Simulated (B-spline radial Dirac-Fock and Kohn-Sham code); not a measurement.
# X-ray form factors of samarium in several charge states

The computed values come from an atomic code on a B-spline grid: relativistic Hartree-Fock (Dirac-Fock) wave functions, averaged over the configuration.

Configurations: Sm³²⁺ [Ar] 3d10 4s2; Sm³³⁺ [Ar] 3d10 4s1; Sm³⁴⁺ [Ar] 3d10; Sm³⁵⁺ [Ar] 3d9. The first column is f₀ of Sm³²⁺, the others are differences from it.

```tsv
s (Å⁻¹)	Sm³²⁺	Δ Sm³³⁺	Δ Sm³⁴⁺	Δ Sm³⁵⁺
0	30.000	-1.000	-2.000	-3.000
0.05	29.966	-0.994	-1.989	-2.988
0.1	29.866	-0.978	-1.956	-2.951
0.15	29.701	-0.951	-1.903	-2.890
0.2	29.473	-0.914	-1.830	-2.808
0.25	29.184	-0.869	-1.740	-2.705
0.3	28.839	-0.815	-1.635	-2.585
0.35	28.441	-0.756	-1.517	-2.449
0.4	27.995	-0.691	-1.389	-2.302
0.45	27.506	-0.624	-1.255	-2.146
0.5	26.980	-0.554	-1.117	-1.984
0.6	25.834	-0.415	-0.840	-1.655
0.7	24.599	-0.285	-0.581	-1.337
0.8	23.314	-0.173	-0.355	-1.050
0.9	22.009	-0.082	-0.173	-0.803
1	20.713	-0.016	-0.039	-0.604
1.1	19.445	+0.026	+0.049	-0.453
1.2	18.219	+0.048	+0.095	-0.345
1.4	15.928	+0.048	+0.096	-0.230
1.6	13.881	+0.016	+0.035	-0.194
```
